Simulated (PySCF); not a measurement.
Precursor series Y Cl-NH2. All species are isolated molecules in the gas phase. One relaxed conformer stands for each flexible species; it need not be the lowest.

Quantity: redistribution energy (mixed species minus the weighted end members), in kJ/mol.

Case: 1 of 3 Cl replaced by NH2: [Y(Cl)2(NH2)]. The other species in the difference include [Y(Cl)3] (neutral, multiplicity 1). Geometry of [Y(Cl)2(NH2)] (neutral, multiplicity 1, Å):

```xyz
6

Y      0.0664    -0.0169     0.0801
Cl     0.2458     2.3022    -0.7512
Cl     1.2042    -2.0349    -0.7772
N     -1.2179    -0.3106     1.7273
H     -1.7738     0.4074     2.2125
H     -1.4149    -1.2006     2.2056
```

Task: Estimate the redistribution energy (mixed species minus the weighted end members) that B3LYP-D3(BJ)/def2-TZVP // PBE-D3(BJ)/def2-SVP (PySCF) returns for this input.

Result: -15.99 kJ/mol.
